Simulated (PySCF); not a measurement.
IK, singlet, geometry from GFN2-xTB (such geometries of metal compounds can be far from the true shape) (core potentials on I). Base run: PySCF with PBE0/def2-SVP.

The PySCF input:
```python
from pyscf import gto, scf, dft, solvent

mol = gto.Mole()
mol.atom = '''
    K    -0.00000000   -0.00000000   -2.32381778
    I     0.00000000    0.00000000    0.83306675
'''
mol.basis = 'def2-svp'
mol.ecp = {'I': 'def2-svp'}
mol.verbose = 4
mol.build()

mf = dft.RKS(mol)
mf.xc = 'pbe0'
mf.kernel()
```

Variants of this job, named by their change:

```tsv
change	ΔE vs base (kJ/mol)	dipole (D)	HOMO-LUMO gap (eV)
base	0.00	11.47	3.61
model = IEF-PCM; solvent = n-hexane	-30.0	12.27	4.42
model = SS(V)PE; solvent = tetrahydrofuran	-65.9	13.07	5.37
model = IEF-PCM; solvent = tetrahydrofuran; vdw_scale = 1.0	___	___	___
model = IEF-PCM; solvent = tetrahydrofuran; vdw_scale = 1.1	-75.9	13.26	5.63
model = IEF-PCM; solvent = tetrahydrofuran; lebedev_order = 11	-64.5	13.04	5.34
model = IEF-PCM; solvent = tetrahydrofuran; lebedev_order = 41	-66.1	13.07	5.38
model = IEF-PCM; solvent = tetrahydrofuran; vdw_scale = 1.4	___	___	___
model = ddCOSMO; solvent = tetrahydrofuran	___	___	___
model = COSMO; solvent = tetrahydrofuran	-64.2	13.00	5.33
model = IEF-PCM; solvent = toluene	-38.8	12.48	4.66
model = IEF-PCM; solvent = tetrahydrofuran; r_probe = 0.5	-46.0	12.64	4.86
```

Fill in the missing entries.


- model = IEF-PCM; solvent = tetrahydrofuran; vdw_scale = 1.0, ΔE vs base (kJ/mol): -83.1
- model = IEF-PCM; solvent = tetrahydrofuran; vdw_scale = 1.0, dipole (D): 13.41
- model = IEF-PCM; solvent = tetrahydrofuran; vdw_scale = 1.0, HOMO-LUMO gap (eV): 5.84
- model = IEF-PCM; solvent = tetrahydrofuran; vdw_scale = 1.4, ΔE vs base (kJ/mol): -47.1
- model = IEF-PCM; solvent = tetrahydrofuran; vdw_scale = 1.4, dipole (D): 12.68
- model = IEF-PCM; solvent = tetrahydrofuran; vdw_scale = 1.4, HOMO-LUMO gap (eV): 4.89
- model = ddCOSMO; solvent = tetrahydrofuran, ΔE vs base (kJ/mol): -114.2
- model = ddCOSMO; solvent = tetrahydrofuran, dipole (D): 13.67
- model = ddCOSMO; solvent = tetrahydrofuran, HOMO-LUMO gap (eV): 5.77

The base is the gas phase, so ΔE is the electrostatic part of solvation at a fixed geometry, without cavity and dispersion terms.
